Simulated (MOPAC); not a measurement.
Job for MOPAC: PM3 on HCl-, 2S+1 = 2, a spin state set in the input, which need not be the lowest, a point of a bond scan (R = 2.067 Å). Charge -1.

```
PM3 1SCF PRECISE CHARGE=-1 UHF MS=0.5 THREADS=1
ClH

H      0.00000000 1     0.00000000 1     0.00000000 1
Cl     0.00000000 1     0.00000000 1     2.06680600 1
```

It printed:

```
*******************************************************************************
 **                                                                           **
 **                              MOPAC v23.2.5                                **
 **                                                                           **
 *******************************************************************************
 ** MOPAC's Digital Object Identifier: https://doi.org/10.5281/zenodo.6511958 **
 **                                                                           **
 ** Please cite the open-source release paper for use of this MOPAC version:  **
 ** J. E. Moussa and J. J. P. Stewart (2026)                                  **
 ** MOPAC: An open-source semiempirical molecular orbital program             **
 ** J. Open Source Softw., 11(119), 8025, https://doi.org/10.21105/joss.08025 **
 *******************************************************************************

                              PM3 CALCULATION RESULTS

 *******************************************************************************
 *  PM3        - The PM3 Hamiltonian to be used
 *  UHF        - UNRESTRICTED HARTREE-FOCK CALCULATION
 *
 *
 *
 *                 CHARGE ON SYSTEM = -1
 *
 *
 *
 *  MS=        - IN MECI, MAGNETIC COMPONENT OF SPIN =  0.5
 *  PRECISE    - TIGHTER CRITERIA TO BE USED
 *  1SCF       - DO 1 SCF AND THEN STOP
 *  THREADS=1  - MULTI-THREADING NOT USED
 *  T=         - A TIME OF 172800.0 SECONDS REQUESTED
 *  DUMP=N     - RESTART FILE WRITTEN EVERY 7200.0 SECONDS REQUESTED
 *******************************************************************************
PM3 1SCF PRECISE CHARGE=-1 UHF MS=0.5 THREADS=1
 ClH

   ATOM   CHEMICAL          X               Y               Z
  NUMBER   SYMBOL      (ANGSTROMS)     (ANGSTROMS)     (ANGSTROMS)

     1       H          0.00000000  *   0.00000000  *   0.00000000  *
     2      Cl          0.00000000  *   0.00000000  *   2.06680600  *



          CARTESIAN COORDINATES

    NO.       ATOM           X           Y           Z

     1         H          0.0000      0.0000      0.0000
     2        Cl          0.0000      0.0000      2.0668

  H: (PM3): J. J. P. STEWART, J. COMP. CHEM. 10, 209 (1989).
 Cl: (PM3): J. J. P. STEWART, J. COMP. CHEM. 10, 209 (1989).

           Empirical Formula: H Cl  =     2 atoms



      MOLECULAR POINT GROUP   :   C*v


          UHF CALCULATION, NO. OF ALPHA ELECTRONS =    5
                           NO. OF BETA  ELECTRONS =    4

 -------------------------------------------------------------------------------
 PM3 1SCF PRECISE CHARGE=-1 UHF MS=0.5 THREADS=1
 ClH



     1SCF WAS SPECIFIED, SO BFGS WAS NOT USED
     SCF FIELD WAS ACHIEVED


                              PM3 CALCULATION
                                                       MOPAC v23.2.5 Linux




          FINAL HEAT OF FORMATION =         -6.81821 KCAL/MOL =     -28.52741 KJ/MOL


          COSMO AREA              =         60.78 SQUARE ANGSTROMS
          COSMO VOLUME            =         42.34 CUBIC ANGSTROMS

          IONIZATION POTENTIAL    =          2.789438 EV
          ALPHA SOMO LUMO (EV)    =         -2.789
          BETA  SOMO LUMO (EV)    =         -3.586 28.526
          NO. OF ALPHA ELECTRONS  =          5
          NO. OF BETA  ELECTRONS  =          4
          MOLECULAR WEIGHT        =         36.4609         POINT GROUP:  C*v

          MOLECULAR DIMENSIONS (Angstroms)

            Atom       Atom       Distance
           Cl     2    H     1     2.06681
           Cl     2    H     1     0.00000
            H     1   Cl     2     0.00000


          SCF CALCULATIONS        =          1





   ATOM   CHEMICAL          X               Y               Z
  NUMBER   SYMBOL      (ANGSTROMS)     (ANGSTROMS)     (ANGSTROMS)

     1       H          0.00000000  *   0.00000000  *   0.00000000  *
     2      Cl          0.00000000  *   0.00000000  *   2.06680600  *

                             CARTESIAN COORDINATES

   1    H        0.000000000     0.000000000     0.000000000
   2   Cl        0.000000000     0.000000000     2.066806000


           Empirical Formula: H Cl  =     2 atoms



      MOLECULAR POINT GROUP   :   C*v


          ALPHA EIGENVALUES
 -47.14568  -6.83130  -3.60085  -3.60085  -2.78944


           BETA EIGENVALUES
 -46.82111  -3.98898  -3.58648  -3.58648  28.52610


              NET ATOMIC CHARGES AND DIPOLE CONTRIBUTIONS

  ATOM NO.   TYPE          CHARGE      No. of ELECS.   s-Pop       p-Pop
    1          H          -0.090983        1.0910     1.09098
    2         Cl          -0.909017        7.9090     1.99610     5.91292
 DIPOLE           X         Y         Z       TOTAL
 POINT-CHG.     0.000     0.000     0.629     0.629
 HYBRID        -0.000    -0.000    -0.086     0.086
 SUM           -0.000    -0.000     0.543     0.543


          ATOMIC ORBITAL ELECTRON POPULATIONS

     Atom    s        px        py        pz
    1  H   1.09098
    2 Cl   1.99610   2.00000   2.00000   1.91292


                    (SZ)    =    0.500000
                    (S**2)  =    0.750000


          ATOMIC ORBITAL SPIN POPULATIONS

    Atom   Total    s     px     py     pz
         Atomic
    1  H  0.9090  0.909
    2 Cl  0.0910  0.004 -0.000 -0.000  0.087

 **********************
 *                    *
 * JOB ENDED NORMALLY *
 *                    *
 **********************




 == MOPAC DONE ==
```

The run finished.

Cost: very roughly 0.020 core-seconds.
